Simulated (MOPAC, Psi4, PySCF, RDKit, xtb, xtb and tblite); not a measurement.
Conformational energy of SMILES CS/C=C\O (C3H6OS). Scanned: dihedral C1–S2–C3–C4; all other coordinates were relaxed at GFN2-xTB. Points at φ and −φ are mirror images.

Geometry of the scan point at -150° (Å):
```
11

C      2.0276     0.0797    -0.3026
S      0.5737     0.7493     0.5513
C     -0.5957    -0.5218     0.1488
C     -1.8966    -0.2843     0.0197
O     -2.5014     0.9140     0.1411
H      2.2659    -0.8989     0.1053
H      1.8247     0.0151    -1.3677
H      2.8445     0.7698    -0.1177
H     -0.1828    -1.5095     0.0492
H     -2.5985    -1.0758    -0.2005
H     -1.8285     1.5913     0.3038
```

- GFN2-xTB (xtb and tblite)
- MMFF94 // GFN2-xTB (RDKit)
- PBE0/def2-TZVP // GFN2-xTB (Psi4)
- PBE0-D3(BJ)/def2-TZVP // GFN2-xTB (Psi4)
- PBE/def2-TZVP // GFN2-xTB (Psi4)
- PBE-D3(BJ)/def2-TZVP // GFN2-xTB (Psi4)
- r2SCAN/def2-TZVP // GFN2-xTB (Psi4)
- MP2/cc-pVTZ = Psi4 with DF-MP2 (frozen core)/cc-pVTZ // GFN2-xTB
- HF/cc-pVTZ // GFN2-xTB (Psi4)
- UFF // GFN2-xTB (RDKit)
- PM6, restricted, heats of formation // GFN2-xTB (MOPAC)
- GFN1-xTB // GFN2-xTB (xtb)
- RKS-B3LYP/6-31G* = restricted B3LYP/6-31G*, spherical d // GFN2-xTB in PySCF
- RHF/3-21G = restricted Hartree-Fock/3-21G // GFN2-xTB run with PySCF 2.14.0
- RKS-B3LYP/6-311+G** = restricted B3LYP/6-311+G**, spherical d, density fitting // GFN2-xTB run with PySCF
- RHF/STO-3G = PySCF with restricted Hartree-Fock/STO-3G // GFN2-xTB

Least-squares fit of E(φ) = a0 + Σ (a_n cos nφ + b_n sin nφ), n = 1 to 4, to the 24 scan points, in kJ/mol above the lowest point of each profile (levels whose profile four harmonics don't fit are not listed):

```csv
method,a0,a1,b1,a2,b2,a3,b3,a4,b4,rms of fit
GFN2-xTB,6.73,9.00,0.00,2.62,0.00,0.15,0.00,0.12,0.00,0.21
MMFF94,16.01,20.54,0.00,8.03,0.00,4.78,0.00,1.47,0.00,0.29
PBE0/def2-TZVP,11.70,8.95,0.00,11.06,0.00,-0.81,0.00,0.11,0.00,0.75
PBE0-D3(BJ)/def2-TZVP,11.57,8.21,0.00,11.30,0.00,-0.62,0.00,0.15,0.00,0.75
PBE/def2-TZVP,11.21,8.45,0.00,10.59,0.00,-0.85,0.00,0.09,0.00,0.75
PBE-D3(BJ)/def2-TZVP,11.01,7.62,0.00,10.85,0.00,-0.61,0.00,0.14,0.00,0.75
r2SCAN/def2-TZVP,10.71,8.53,0.00,10.70,0.00,-0.15,0.00,0.40,0.00,0.68
MP2/cc-pVTZ,11.27,8.05,0.00,12.02,0.00,0.30,0.00,0.33,0.00,0.92
HF/cc-pVTZ,12.36,10.32,0.00,11.15,0.00,-1.21,0.00,0.12,0.00,0.88
UFF,25.88,29.43,0.00,31.85,0.00,11.05,0.00,6.88,0.00,1.31
PM6,4.72,4.36,0.00,4.78,0.00,0.33,0.00,0.61,0.00,0.11
GFN1-xTB,4.15,4.77,0.00,2.97,0.00,-0.63,0.00,-0.41,0.00,0.23
RKS-B3LYP/6-31G*,12.27,8.54,0.00,11.98,0.00,-0.85,0.00,0.23,0.00,1.06
RHF/3-21G,13.89,8.54,0.00,14.69,0.00,0.53,0.00,0.15,0.00,1.13
RKS-B3LYP/6-311+G**,11.71,9.30,0.00,10.65,0.00,-1.07,0.00,0.09,0.00,0.70
RHF/STO-3G,9.79,12.59,0.00,6.63,0.00,-0.34,0.00,-0.02,0.00,0.42
```
